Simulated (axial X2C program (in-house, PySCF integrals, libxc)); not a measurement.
# Potential curves of AsH⁻, 2c

All values were computed with an axial X2C code built on PySCF integrals. Two-component (2c) means X2C with spin–orbit coupling and atomic mean-field two-electron Coulomb and Gaunt terms. Basis: As dyall-acv3z [10s10p7d5f1g], H dyall-av3z [7s3p2d] (cores contracted in-house); Gaussian nuclei, density fitting, unrestricted open shells. Masses: As 74.922 u, H 1.008 u.

State: Ω = 3/2 (⟨Sz⟩ = 0.50, ⟨Lz⟩ = 1.00 at HF). Energies in eV from the fragments at the same level (As + H- for CCSD(T), CCSD, TPSSh; As- + H for MP2). Fits are polynomials in 1 − R0/R over 0.85 to 1.23 times the lowest point R0.

```json
{"R (Å)": "1.3424", "CCSD(T)": "", "MP2": "-2.5374", "CCSD": "", "TPSSh": "-2.7577"}
{"R (Å)": "1.4041", "CCSD(T)": "-2.8257", "MP2": "-2.7821", "CCSD": "-2.7266", "TPSSh": "-3.0005"}
{"R (Å)": "1.4504", "CCSD(T)": "-2.9390", "MP2": "-2.8893", "CCSD": "-2.8381", "TPSSh": "-3.1085"}
{"R (Å)": "1.4967", "CCSD(T)": "-3.0013", "MP2": "-2.9446", "CCSD": "-2.8984", "TPSSh": "-3.1664"}
{"R (Å)": "1.5430", "CCSD(T)": "-3.0223", "MP2": "-2.9580", "CCSD": "-2.9175", "TPSSh": "-3.1837"}
{"R (Å)": "1.5970", "CCSD(T)": "-3.0057", "MP2": "-2.9316", "CCSD": "-2.8986", "TPSSh": "-3.1633"}
{"R (Å)": "1.6510", "CCSD(T)": "-2.9548", "MP2": "-2.8698", "CCSD": "-2.8452", "TPSSh": "-3.1088"}
{"R (Å)": "1.7204", "CCSD(T)": "-2.8524", "MP2": "-2.7520", "CCSD": "-2.7397", "TPSSh": "-3.0019"}
{"R (Å)": "1.8053", "CCSD(T)": "", "MP2": "-2.5671", "CCSD": "", "TPSSh": "-2.8324"}
{"R (Å)": "1.9287", "CCSD(T)": "", "MP2": "-2.2492", "CCSD": "", "TPSSh": "-2.5436"}
```

Correlated methods: 7 electrons correlated (number of frozen shells: As 3 s, 2 p, 1 d; H none), 213 virtual spin orbitals or spinors in MP2, 90 natural virtuals in coupled cluster.

Occupations by symmetry block were frozen at the best pattern of an incomplete PBE0 search. De is counted from the lowest determinant-based energies of the atoms at the same level, without counterpoise correction. Density functionals use the spin component along the axis (collinear). Coupled cluster ran in a truncated set of natural virtual spinors; the MP2 energy of the rest was added. (T) has no such correction and the atoms are truncated less, which lowers De at CCSD(T) by a hundredth of an eV or more. Without a current term, density functionals place determinants with orbital angular momentum somewhat too high. The highest occupied level of some functionals is positive through self-interaction error; at Hartree–Fock it is bound. Coupled cluster ran on the points near the minimum only. MP2 and coupled cluster on one determinant become unreliable at the stretched end.

Question: What are Re, ωe and De at the CCSD(T) level?

Answer: At CCSD(T), 2c: Re = 1.548 Å, ωe ≈ 2020 cm⁻¹, De = 3.02 eV to As + H-; Be follows as 7.08 cm⁻¹.

Question: Fit the MP2 curve near its minimum: give the equilibrium distance, the harmonic wavenumber and the well depth.

Answer: At MP2, 2c: Re = 1.537 Å, ωe ≈ 2100 cm⁻¹, De = 2.96 eV to As- + H; Be follows as 7.18 cm⁻¹.

Question: What are Re, ωe and De at the CCSD level?

Answer: At CCSD, 2c: Re = 1.545 Å, ωe ≈ 2040 cm⁻¹, De = 2.92 eV to As + H-; Be follows as 7.1 cm⁻¹.

Question: What are Re, ωe and De at the TPSSh level?

Answer: At TPSSh, 2c: Re = 1.543 Å, ωe ≈ 2030 cm⁻¹, De = 3.18 eV to As + H-; Be follows as 7.12 cm⁻¹.
